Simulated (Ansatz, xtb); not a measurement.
## Relative energy of two isomers of C4H3BrN2O

Structure X is `O=Cc1cnc(Br)[nH]1`, a singlet and structure Y is `O=Cc1nc(Br)c[nH]1`, a singlet. Both are isolated molecules in the gas phase, relaxed with PBE-D3(BJ)/def2-SVP; each stands in its lowest conformer found.

X (Å):

```csv
atom,x (Å),y (Å),z (Å)
C,1.0645,2.3960,-0.6221
C,-0.1002,1.6585,-1.0880
C,-0.4892,1.1159,-2.3197
C,-2.0664,0.6672,-0.9534
Br,-3.6560,0.0476,-0.1845
N,-1.7083,0.5057,-2.2203
N,-1.1419,1.3509,-0.2263
O,1.1930,2.7820,0.5357
H,1.8466,2.5879,-1.4114
H,0.0655,1.1454,-3.2665
H,-1.1600,1.6137,0.7626
```

Y (Å):

```xyz
11

C    -1.1176    0.1809   -1.8774
C    -0.5265   -0.6996   -0.8699
C    -0.1509   -2.2008    0.5996
C     1.0569   -1.4988    0.4561
Br   -0.4368   -3.6507    1.7642
N    -1.1128   -1.7084   -0.2119
N     0.7858   -0.5494   -0.4864
O    -0.4806    1.0785   -2.4175
H    -2.1967   -0.0395   -2.1074
H     2.0311   -1.6141    0.9406
H     1.4036    0.1686   -0.8758
```

Quicker runs give these differences E(Y) − E(X): GFN2-xTB +0.043 eV; HF/STO-3G −0.014 eV (at GFN2-xTB geometries); r2SCAN-D4/def2-SVP −0.018 eV (at GFN2-xTB geometries).

Q: Estimate which is lower in electronic energy at CCSD(T)/def2-SVP + ΔMP2/def2-TZVPP, and by roughly how much.

A: CCSD(T)/def2-SVP + ΔMP2/def2-TZVPP gives E(Y) − E(X) = −0.010 eV, slightly favouring structure Y, which is too small a margin to settle the true order.

How the difference moves with the method:

```json
{"level": "GFN2-xTB", "geometry": "GFN2-xTB", "E(Y) − E(X) (eV)": "+0.043", "departure from the last row (eV)": "+0.053", "job, with rough time for the two": "optimisation, 0.12 s"}
{"level": "HF/STO-3G", "geometry": "GFN2-xTB", "E(Y) − E(X) (eV)": "−0.014", "departure from the last row (eV)": "−0.004", "job, with rough time for the two": "single point, 0.78 s"}
{"level": "r2SCAN-D4/def2-SVP", "geometry": "GFN2-xTB", "E(Y) − E(X) (eV)": "−0.018", "departure from the last row (eV)": "−0.008", "job, with rough time for the two": "single point, 7.2 s"}
{"level": "PBE-D3(BJ)/def2-SVP", "geometry": "PBE-D3(BJ)/def2-SVP", "E(Y) − E(X) (eV)": "−0.016", "departure from the last row (eV)": "−0.006", "job, with rough time for the two": "optimisation, 32 s"}
{"level": "HF/def2-SVP", "geometry": "PBE-D3(BJ)/def2-SVP", "E(Y) − E(X) (eV)": "+0.024", "departure from the last row (eV)": "+0.034", "job, with rough time for the two": "part of the CCSD(T) run"}
{"level": "MP2/def2-SVP", "geometry": "PBE-D3(BJ)/def2-SVP", "E(Y) − E(X) (eV)": "−0.058", "departure from the last row (eV)": "−0.047", "job, with rough time for the two": "part of the CCSD(T) run"}
{"level": "CCSD(T)/def2-SVP", "geometry": "PBE-D3(BJ)/def2-SVP", "E(Y) − E(X) (eV)": "−0.023", "departure from the last row (eV)": "−0.013", "job, with rough time for the two": "single point"}
{"level": "CCSD(T)/def2-SVP + ΔMP2/def2-TZVPP", "geometry": "PBE-D3(BJ)/def2-SVP", "E(Y) − E(X) (eV)": "−0.010", "departure from the last row (eV)": "", "job, with rough time for the two": "single point, 3.1 min"}
```

As drawn, both hold the same kinds of bond in the same numbers.

The largest departure from CCSD(T)/def2-SVP + ΔMP2/def2-TZVPP is that of GFN2-xTB, 0.053 eV. The last row adds to CCSD(T) the change of the MP2 difference between the two basis sets, here +0.013 eV.

With thermal terms from frequencies at re-optimised GFN2-xTB minima (ideal gas, soft modes damped towards free rotors, one conformer each, 298.15 K, 1 atm): the zero-point term adds −0.001 eV; ΔH is −0.011 and ΔG −0.009 eV.

The correlated steps freeze 16 core orbitals; the filled d shell of Br is correlated, in a basis made for valence electrons. Run with Ansatz 0.2.0, xtb 6.7.1; the last row on 2 threads of Arm Neoverse V2 on a shared host.
